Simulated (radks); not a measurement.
Question: These are the eigenvalues of the occupied orbitals of an atom or ion with whole-number occupations (hartree). Method: Dirac Kohn-Sham, PBE, spin-unpolarised, spherical densities, finite nucleus; Fermi nuclear charge, rms radius of each element as measured or else 0.836 A^(1/3) + 0.57 fm; computed with a radial shooting solver on a logarithmic mesh with Libxc functionals.

orbital  eigenvalue
1s1/2     -2395.598
2s1/2     -409.7328
2p1/2     -391.4125
2p3/2     -347.6148
3s1/2     -93.61694
3p1/2     -85.47803
3p3/2     -76.09199
3d3/2     -62.29034
3d5/2     -60.24315
4s1/2     -19.13143
4p1/2     -15.79397
4p3/2     -13.64659
4d3/2      -8.15617
4d5/2      -7.76295
5s1/2      -2.79777
5p1/2      -1.85004
5p3/2      -1.56114
4f5/2      -0.99437
4f7/2      -0.93023
6s1/2      -0.43528
5d3/2      -0.40474
5d5/2      -0.38395

Which element is it, and in what charge state? The configuration may be excited. Open shells, if any, are shared by 2j + 1.

Answer: Z = 72, hafnium, charge +1: Hf+ in [Xe] 4f14 5d1 6s2. The list shows which subshells hold electrons but not how many an open one holds; the 1s level, -2395.6 hartree, gives Z - s = 69.2 by -(Z - s)^2/2, which with screening and relativity narrows Z to a few neighbours, and the depths of the outer levels then fix element, charge and occupations together.
